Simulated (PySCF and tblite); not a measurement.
The numbers below are computed, except where a source is named.
C6H10O, numbered as in [O:1]=[C:2]1[CH2:3][CH2:4][CH2:5][CH2:6][CH2:7]1.

Geometries PBE0-D3(BJ)/def2-SVP; weights from PBE0-D3(BJ)/def2-TZVP (IEF-PCM, chloroform) energies and GFN2-xTB thermal corrections, with symmetry numbers and mirror pairs. Conformers within 3 kcal/mol (GFN2-xTB free energy) were kept, 8 at most. GIAO shieldings: PBE0/pcSseg-1 (IEF-PCM, chloroform). Shifts are against TMS (¹H), TMS (¹³C) at the same level. Codes: tblite and PySCF.

(1) What shifts does this protocol give at 298.15 K under fast conformational exchange?

(2) How do the conformers differ?

Shifts are unscaled: against experiment ¹³C can be off by 15 ppm or more and ¹H by 0.8 ppm.

Answers

(1) ¹H: 2.19 (H3/H7, 4H), 1.77 (H4/H6, 4H), 1.61 (H5, 2H) ppm. ¹³C: 219.0 (C2), 45.2 (C3/C7), 30.0 (C4/C6), 27.7 (C5) ppm.

(2) The 6-ring runs over atoms 2–3–4–5–6–7. Of a mirror pair one member is shown.
```json
{"conformer": "1", "shape": "6-ring chair", "weight %": "99.4"}
{"conformer": "2", "shape": "6-ring twist-boat (ring torsions 60, -29, -29, 60, -29, -29°)", "weight %": "0.6"}
```

```
signal      1      2  average
 H3/H7   2.19   2.16     2.19
 H4/H6   1.77   1.67     1.77
    H5   1.61   1.64     1.61
    C2  218.9  221.7    219.0
 C3/C7   45.2   40.7     45.2
 C4/C6   30.0   20.2     30.0
    C5   27.8   20.5     27.7
```
